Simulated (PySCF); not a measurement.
fluorine atom (F), doublet; B97M-V/cc-pVTZ (PySCF).

PySCF was given this input:
```python
from pyscf import gto, scf, dft

mol = gto.M(
    atom='''
F     0.00000000    0.00000000    0.00000000
''',
    basis='cc-pvtz',
    spin=1,
    verbose=4,
)

mf = dft.UKS(mol)
mf.xc = 'b97m_v'
mf.kernel()
```

It wrote (shortened):

```
PySCF version 2.14.0

[INPUT] verbose = 4
[INPUT] num. atoms = 1
[INPUT] num. electrons = 9
[INPUT] charge = 0
[INPUT] spin (= nelec alpha-beta = 2S) = 1
[INPUT] symmetry False subgroup None
[INPUT] Mole.unit = angstrom
[INPUT] Symbol           X                Y                Z      unit          X                Y                Z       unit  Magmom
[INPUT]  1 F      0.000000000000   0.000000000000   0.000000000000 AA    0.000000000000   0.000000000000   0.000000000000 Bohr   0.0

nuclear repulsion = 0
number of shells = 9
number of NR pGTOs = 42
number of NR cGTOs = 30
basis = cc-pvtz
ecp = {}

******** <class 'pyscf.dft.uks.UKS'> ********
method = UKS
initial guess = minao
damping factor = 0
level_shift factor = 0
DIIS = <class 'pyscf.scf.diis.CDIIS'>
diis_start_cycle = 1
diis_space = 8
diis_damp = 0
SCF conv_tol = 1e-09
SCF conv_tol_grad = None
SCF max_cycles = 50
direct_scf = True
direct_scf_tol = 1e-13
number electrons alpha = 5  beta = 4
XC library pyscf.dft.libxc version 7.1.2
    S. Lehtola, C. Steigemann, M. J. T. Oliveira, and M. A. L. Marques,  SoftwareX 7, 1–5 (2018)
XC functionals = b97m_v
    N. Mardirossian and M. Head-Gordon,  J. Chem. Phys. 142, 074111 (2015)
radial grids:
    Treutler-Ahlrichs [JCP 102, 346 (1995); DOI:10.1063/1.469408] (M4) radial grids

becke partition: Becke, JCP 88, 2547 (1988); DOI:10.1063/1.454033
pruning grids: <function nwchem_prune>
grids dens level: 3
symmetrized grids: False
atomic radii adjust function: <function treutler_atomic_radii_adjust>
** Following is NLC and NLC Grids **
NLC functional = b97m_v
radial grids:
    Treutler-Ahlrichs [JCP 102, 346 (1995); DOI:10.1063/1.469408] (M4) radial grids

becke partition: Becke, JCP 88, 2547 (1988); DOI:10.1063/1.454033
pruning grids: <function nwchem_prune>
grids dens level: 3
symmetrized grids: False
atomic radii adjust function: <function treutler_atomic_radii_adjust>
small_rho_cutoff = 0
Set gradient conv threshold to 3.16228e-05
tot grids = 14264
tot grids = 14264
init E= -99.6585716186115

cycle= 1 E= -99.71975376166  delta_E= -0.0612  |g|= 0.135  |ddm|= 0.468
cycle= 2 E= -99.7242225867839  delta_E= -0.00447  |g|= 0.0183  |ddm|= 0.0566
cycle= 3 E= -99.7243088106058  delta_E= -8.62e-05  |g|= 0.0119  |ddm|= 0.0127
cycle= 4 E= -99.7243457942963  delta_E= -3.7e-05  |g|= 0.00229  |ddm|= 0.00562
cycle= 5 E= -99.7243475644041  delta_E= -1.77e-06  |g|= 0.00022  |ddm|= 0.00118
cycle= 6 E= -99.7243475876481  delta_E= -2.32e-08  |g|= 1.66e-05  |ddm|= 0.000176
cycle= 7 E= -99.7243475878127  delta_E= -1.65e-10  |g|= 5.12e-06  |ddm|= 1.59e-05
Extra cycle  E= -99.7243475879012  delta_E= -8.85e-11  |g|= 5.11e-06  |ddm|= 1.36e-05
converged SCF energy = -99.7243475879012  <S^2> = 0.75237661  2S+1 = 2.0023752
```
